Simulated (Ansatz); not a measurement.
Correlation energies of ClGaH₄OSSi, SMILES `S[SiH](Cl)[O][GaH2]` by basis set

Z-matrix (Å, degrees):
```
Si
Cl 1 2.057
O 1 1.609 2 111.3
S 1 2.131 2 103.8 3 -121.5
H 1 1.475 2 108.2 3 119.7
Ga 3 1.803 1 135.0 2 -52.8
H 4 1.346 1 92.8 2 -177.0
H 6 1.555 3 116.5 1 9.4
H 6 1.555 3 112.1 1 -171.1
```

Total charge 0; spin multiplicity 1. Correlated methods include outer-core shells of Ga, which these sets cover unevenly. Scalar relativity is left out up to krypton. All single points use the PBE0-D4/def2-TZVP geometry. It is one conformer, not always the lowest. Frozen core, restricted reference, the Gaussian-basis code of Ansatz.

| basis | HF (Eh) | MP2 corr. | CCSD corr. | (T) | CCSD(T) total |
| --- | --- | --- | --- | --- | --- |
| def2-SVP | -3145.89028 | -0.75247 | -0.79062 | -0.02141 | -3146.70231 |
| def2-TZVPP | -3146.64318 | -0.94722 | -0.99084 | -0.04143 | -3147.67545 |
| def2-QZVPP | -3146.72118 | -1.25892 | – | – | – |
